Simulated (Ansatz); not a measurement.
Ansatz (a program for electronic structure) input (B3LYP-D3(BJ)/def2-TZVP):

Ansatz 0.2 input:
```yaml
crystal:
  periodic: [false, false, false]
  atoms:
    - {symbol: Hg, position_ang: [-0.00939283, 0.25671129, 0.06036335]}
    - {symbol: Cl, position_ang: [1.77579843, -0.14127887, -1.83710570]}
    - {symbol: Cl, position_ang: [-1.73159686, -1.06677427, 1.55304286]}
basis:
  gaussian:
    orbitals: def2-TZVP
hamiltonian:
  xc: b3lyp
  dispersion: d3bj
total_charge: -1
magnetization: {spin_polarized: true, initial_magnetization: 1}
phonons: {temperatures: {t_min: 298.15, t_max: 298.15, t_step: 100}}
```

Output:

```
Functional definition: B3LYP
integrals: 0.05 GiB planned
945 factors; their error is unknown
mean field: 0.60 GiB planned
mean field evaluation 1: about -29228.0138 eV, gradient 1.2e1 eV
mean field evaluation 2: about -29227.7402 eV, gradient 1.5e1 eV
mean field evaluation 4: about -29228.6307 eV, gradient 5.7e-1 eV
mean field evaluation 8: about -29228.7159 eV, gradient 1.0e-2 eV
mean field evaluation 16: about -29228.7159 eV, gradient 4.2e-5 eV
mean field -29228.71591234 eV, -1074.1354978431 hartree, gradient 4.2e-5 eV, S^2 0.753177; 0 other end points of the search recorded, 0 dependent functions left out
the calculation of the forces begins
reference -29228.71614089 eV, -1074.1355062422 hartree; 28, 27 occupied and 89, 90 virtual orbitals, 945 factors
these checks for a lower state are left out or cut short: stability, starts, cluster_reference, orbital_swaps, neighbouring_geometries, increment
integrals: 0.05 GiB planned
945 factors; their error is unknown
mean field: 0.60 GiB planned
mean field -29228.71589627 eV, -1074.1354972528 hartree, gradient 7.1e-7 eV, S^2 0.753174; 0 other end points of the search recorded, 0 dependent functions left out
the calculation of the forces begins
reference -29228.71612482 eV, -1074.1355056516 hartree; 28, 27 occupied and 89, 90 virtual orbitals, 945 factors
these checks for a lower state are left out or cut short: stability, starts, cluster_reference, orbital_swaps, neighbouring_geometries, increment
integrals: 0.05 GiB planned
945 factors; their error is unknown
mean field: 0.60 GiB planned
mean field -29228.71591237 eV, -1074.1354978444 hartree, gradient 7.7e-7 eV, S^2 0.753179; 0 other end points of the search recorded, 0 dependent functions left out
the calculation of the forces begins
reference -29228.71614093 eV, -1074.1355062438 hartree; 28, 27 occupied and 89, 90 virtual orbitals, 945 factors
these checks for a lower state are left out or cut short: stability, starts, cluster_reference, orbital_swaps, neighbouring_geometries, increment
integrals: 0.05 GiB planned
945 factors; their error is unknown
mean field: 0.60 GiB planned
mean field evaluation 32: about -29228.7159 eV, gradient 1.3e-1 eV
mean field -29228.71594051 eV, -1074.1354988786 hartree, gradient 1.0e-6 eV, S^2 0.753181; 0 other end points of the search recorded, 0 dependent functions left out
the calculation of the forces begins
reference -29228.71616911 eV, -1074.1355072793 hartree; 28, 27 occupied and 89, 90 virtual orbitals, 945 factors
these checks for a lower state are left out or cut short: stability, starts, cluster_reference, orbital_swaps, neighbouring_geometries, increment
integrals: 0.05 GiB planned
945 factors; their error is unknown
mean field: 0.60 GiB planned
mean field -29228.71586108 eV, -1074.1354959596 hartree, gradient 8.9e-7 eV, S^2 0.753172; 0 other end points of the search recorded, 0 dependent functions left out
the calculation of the forces begins
reference -29228.71608959 eV, -1074.1355043570 hartree; 28, 27 occupied and 89, 90 virtual orbitals, 945 factors
these checks for a lower state are left out or cut short: stability, starts, cluster_reference, orbital_swaps, neighbouring_geometries, increment
integrals: 0.05 GiB planned
945 factors; their error is unknown
mean field: 0.60 GiB planned
mean field -29228.71591242 eV, -1074.1354978462 hartree, gradient 1.7e-6 eV, S^2 0.753176; 0 other end points of the search recorded, 0 dependent functions left out
the calculation of the forces begins
reference -29228.71614097 eV, -1074.1355062453 hartree; 28, 27 occupied and 89, 90 virtual orbitals, 945 factors
these checks for a lower state are left out or cut short: stability, starts, cluster_reference, orbital_swaps, neighbouring_geometries, increment
integrals: 0.05 GiB planned
945 factors; their error is unknown
mean field: 0.60 GiB planned
mean field -29228.71591169 eV, -1074.1354978192 hartree, gradient 1.8e-6 eV, S^2 0.753178; 0 other end points of the search recorded, 0 dependent functions left out
the calculation of the forces begins
reference -29228.71614024 eV, -1074.1355062183 hartree; 28, 27 occupied and 89, 90 virtual orbitals, 945 factors
Total energy: -29228.86156469 eV, -1074.1408504686 hartree
Atom 0 at    -0.009393     0.256711     0.060363 Å, force    -0.000004     0.000118     0.000028 eV/Å
Atom 1 at     1.775798    -0.141279    -1.837106 Å, force     0.000171    -0.000014    -0.000177 eV/Å
Atom 2 at    -1.731597    -1.066774     1.553043 Å, force    -0.000166    -0.000103     0.000149 eV/Å
Dipole moment:    -0.018852     0.515235     0.121153 e Å
Vibrations: 32.99 183.18 188.43 cm⁻¹, zero-point energy 0.025083 eV
```

The spin state was set by rule; other spins were not relaxed.
